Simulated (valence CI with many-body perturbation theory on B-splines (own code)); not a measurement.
Values are calculated unless marked as measured or tabulated.
# From CI to CI+MBPT in Ce XXVI

Level of theory: valence CI with perturbative core correlation (CI+MBPT): five valence electrons over a frozen Dirac-Fock core [Ar] 3d10, a basis of 9 s, 9 p, 8 d, 6 f, 3 g, 1 h functions for each j, with the one-electron correlation potential Σ1 (screened to all orders), the two-electron term Σ2, the three-electron term Σ3, Breit, model QED; selected single and double excitations, second order for the rest (own B-spline code, finite nucleus).

No measured levels were compared; by estimate levels hold to about 250 cm⁻¹ or 0.2 % of their energy and the worst to 1 %, as in measured heavy ions of charge 2 to 7; those with d or f electrons hold less well. Among the levels kept, up to 270 cm⁻¹ of a level comes from second order outside the variational space, and about a tenth of that is noise between levels of different J, which matters for small intervals.

Each rung adds one term. CI alone is the Dirac-Coulomb CI over the frozen core; QED comes last and gives the full result, which names the levels. Energies are above (4s^2 4p1/2^2 4p3/2) J=3/2 on the same rung, in cm⁻¹.

Levels are named by their leading jj configuration (3d3/2^4 stands for four electrons in 3d with j = 3/2), which in mixed levels can hold well under half, so a name can repeat and another be missing. Letters in brackets count levels of one name in rising energy.

```tsv
Level	CI alone
(4s^2 4p1/2 4p3/2^2) J=3/2	169892
(4s^2 4p1/2 4p3/2^2) J=5/2	199909
(4s^2 4p1/2 4p3/2^2) J=1/2	238141
(4s^2 4p3/2^3) J=3/2	411506
(4s 4p1/2^2 4p3/2^2) J=5/2	642331
(4s 4p1/2^2 4p3/2^2) J=3/2	716222
(4s 4p1/2^2 4p3/2^2) J=1/2	726418
(4s^2 4p1/2^2 4d3/2) J=3/2	808715
(4s 4p1/2 4p3/2^3) J=3/2 [a]	847386
(4s^2 4p1/2^2 4d5/2) J=5/2	869061
(4s 4p1/2 4p3/2^3) J=5/2	880857
(4s 4p1/2 4p3/2^3) J=1/2	921711
(4s 4p1/2 4p3/2^3) J=3/2 [b]	927939
(4s^2 4p1/2 4p3/2 4d3/2) J=5/2 [a]	966075
(4s^2 4p1/2 4p3/2 4d3/2) J=1/2 [a]	985479
(4s^2 4p1/2 4p3/2 4d3/2) J=7/2	988756
```

What do these energies become with core correlation, Breit and QED?

(4s^2 4p1/2 4p3/2^2) J=3/2 169920 (+28); (4s^2 4p1/2 4p3/2^2) J=5/2 199226 (-683); (4s^2 4p1/2 4p3/2^2) J=1/2 236836 (-1306); (4s^2 4p3/2^3) J=3/2 410251 (-1254); (4s 4p1/2^2 4p3/2^2) J=5/2 642176 (-155); (4s 4p1/2^2 4p3/2^2) J=3/2 714176 (-2046); (4s 4p1/2^2 4p3/2^2) J=1/2 724224 (-2193); (4s^2 4p1/2^2 4d3/2) J=3/2 805978 (-2737); (4s 4p1/2 4p3/2^3) J=3/2 [a] 845183 (-2203); (4s^2 4p1/2^2 4d5/2) J=5/2 864614 (-4447); (4s 4p1/2 4p3/2^3) J=5/2 878470 (-2387); (4s 4p1/2 4p3/2^3) J=1/2 917870 (-3840); (4s 4p1/2 4p3/2^3) J=3/2 [b] 924547 (-3392); (4s^2 4p1/2 4p3/2 4d3/2) J=5/2 [a] 963107 (-2968); (4s^2 4p1/2 4p3/2 4d3/2) J=1/2 [a] 981123 (-4357); (4s^2 4p1/2 4p3/2 4d3/2) J=7/2 985351 (-3405).

How does the ionisation energy move along the ladder, and which term matters most?

CI alone 862.85, + Σ1 864.19, + Σ2 864.26, + Σ3 864.04, + Breit 863.58, + QED 863.57 eV. The largest step is Σ1, 1.34 eV. NIST lists 862 ± 4 eV (theoretical).
